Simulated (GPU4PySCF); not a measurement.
Computed properties of C13H10N2, SMILES c1ccc(-n2cnc3ccccc32)cc1

C13H10N2, SMILES c1ccc(-n2cnc3c2cccc3)cc1. The structure is a stationary point at r2SCAN-D4/def2-TZVP. One conformer was computed; it need not be the lowest. All values are computed for the isolated molecule unless a solvent is named; none is compared with measurement here.

**Structure.** All 69 harmonic modes at r2SCAN-D4/def2-TZVP (GPU4PySCF) are real, so it is a minimum. With heavy atoms numbered as in [cH:1]1[cH:2][cH:3][c:4](-[n:5]2[cH:6][n:7][c:8]3[cH:9][cH:10][cH:11][cH:12][c:13]23)[cH:14][cH:15]1, the shortest bond between them is C6–N7 at 1.302 Å and the longest C8–C13 at 1.413 Å.

**Vibrations.** The strongest infrared lines (harmonic, unscaled, degenerate partners summed) lie at 1529 cm⁻¹ (134 km/mol, C 60 %, H 34 %), 1520 cm⁻¹ (87 km/mol, C 60 %, N 27 %, H 12 %), 1475 cm⁻¹ (73 km/mol, C 62 %, H 30 %). The softest mode is at 57 cm⁻¹ and the zero-point energy is 124.3 kcal/mol.

**Electronic structure.** B3LYP/def2-TZVPD (GPU4PySCF) places the frontier levels at -6.29 and -1.12 eV, a gap of 5.17 eV, and gives a dipole moment of 3.68 D and a mean polarisability of 169.3 bohr³. PBE/def2-TZVPD (GPU4PySCF) at the same geometry gives -5.58 and -1.82 eV, so its gap is 1.41 eV narrower. An orbital gap is neither the optical nor the fundamental gap.

**Excitations.** TDDFT-ωB97X/def2-SVPD (GPU4PySCF) has S1 at 5.12 eV (242 nm, f = 0.052, bright); the most intense of the 12 singlets computed lies at 5.60 eV (f = 0.35). T1 (TDA) is at 3.85 eV. TDDFT-PBE/def2-SVPD (GPU4PySCF) puts S1 at 3.97 eV. No vertical singlet excitation falls in the visible range (under 3.1 eV).

**NMR.** GIAO shifts at B3LYP/pcSseg-1 (GPU4PySCF) (non-relativistic, atoms alike by connectivity averaged): ¹³C from 114.7 to 153.3 ppm against TMS; ¹H from 7.5 to 8.1 ppm against TMS.

**Solvation.** SMD-B3LYP/6-31G* (GPU4PySCF) gives -6.8 kcal/mol in water, -10.6 kcal/mol in 1-octanol, -14.1 kcal/mol in acetone, -14.1 kcal/mol in acetonitrile (1 M in both phases, gas-phase geometry); of these solvents acetonitrile holds the molecule best.
